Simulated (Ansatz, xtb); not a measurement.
## C4H12Ge: which of two isomers lies lower

Structure I is `C[C](C)(C)[GeH3]`, a singlet and structure II is `CC(C)[CH2][GeH3]`, a singlet. Both are isolated molecules in the gas phase, relaxed with PBE-D3(BJ)/def2-SVP, each in the lowest conformer that the search found.

Energies in hartree; the thermal terms are from GFN2-xTB frequencies at re-optimised GFN2-xTB minima (ideal gas, soft modes damped towards free rotors, one conformer each, 298.15 K, 1 atm) and include the zero-point energy:

|  | I | II |
| --- | --- | --- |
| E, CCSD(T)/def2-SVP | −2234.361136 | −2234.361734 |
| E, MP2/def2-SVP | −2234.268859 | −2234.268770 |
| E, MP2/def2-TZVPP | −2234.857735 | −2234.857324 |
| zero-point energy | 0.141383 | 0.142258 |
| H(298 K) − E | 0.150840 | 0.151449 |
| G(298 K) − E | 0.110076 | 0.109512 |

Question: Correct the CCSD(T) difference for the basis set by the MP2 change, then work out ΔE, ΔE₀, ΔH and ΔG for I → II in kcal/mol (1 Eh = 627.51 kcal/mol) and the equilibrium ratio [II]/[I].

Answer: 1. Differences II − I: CCSD(T) −0.000598, MP2 in the small set +0.000089, MP2 in the large set +0.000411 Eh.
2. ΔE = −0.000598 + (+0.000411 − (+0.000089)) = −0.000276 Eh = −0.17 kcal/mol.
3. ΔE₀ = ΔE + ΔZPE = −0.000276 + (+0.000875) Eh = +0.38 kcal/mol.
4. ΔH = ΔE + (+0.000609) Eh = +0.21 kcal/mol.
5. ΔG = ΔE + (−0.000564) Eh = −0.53 kcal/mol, so ΔS = (ΔH − ΔG)/T = +10.3 J/(mol K).
6. kT = 0.9442 mEh, so K = [II]/[I] = exp(−ΔG/kT) = exp(+0.89) ≈ 2.4.

The two are too close for this level to say which is favoured. An error of 1 kcal/mol in ΔG would change K by a factor of 5.4. Mirror images and further conformers aren't counted.

As drawn, both hold the same kinds of bond in the same numbers. Structure I has 3 methyl groups, II 2.

Other levels gave ΔE = −1.5 (GFN2-xTB); −4.1 (HF/STO-3G, GFN2-xTB geometries); −0.8 (r2SCAN-D4/def2-SVP, GFN2-xTB geometries); −0.7 (PBE-D3(BJ)/def2-SVP); −2.6 (HF/def2-SVP); +0.1 (MP2/def2-SVP); −0.4 (CCSD(T)/def2-SVP) kcal/mol. The correlated steps freeze 13 core orbitals; the filled d shell of Ge is correlated, in a basis made for valence electrons. Programs: Ansatz 0.2.0, xtb 6.7.1.
